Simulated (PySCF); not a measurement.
Computed Raman spectrum (relative Raman activity) of a molecule C3H7FSi. Coordinates come from a B3LYP-D3(BJ)/def2-SVP optimisation. One conformer was computed; it need not be the lowest. Level of theory: B3LYP-D3(BJ)/def2-SVP (PySCF). Frequencies are harmonic and unscaled.

Lines under 2 % of the strongest are left out, and lines within 2 cm⁻¹ are merged.

ν (cm⁻¹): 590 (w), 637 (w), 722 (vw), 820 (vw), 930 (w), 949 (w), 955 (w), 964 (w), 1217 (w), 1273 (vw), 1400 (vw), 2213 (m), 2221 (vs), 3120 (m), 3142 (m), 3146 (m), 3219 (m) (against the strongest line: vs over 80 %, s over 45 %, m over 15 %, w over 4 %, vw less)

Q: Identify the compound among the candidates.
A) C=CC[SiH2]F
B) F[SiH2]C1CC1
C) F[C@H]1C[C@@H]1[SiH3]
D) C/C([SiH3])=C/F

A: C, F[C@H]1C[C@@H]1[SiH3]
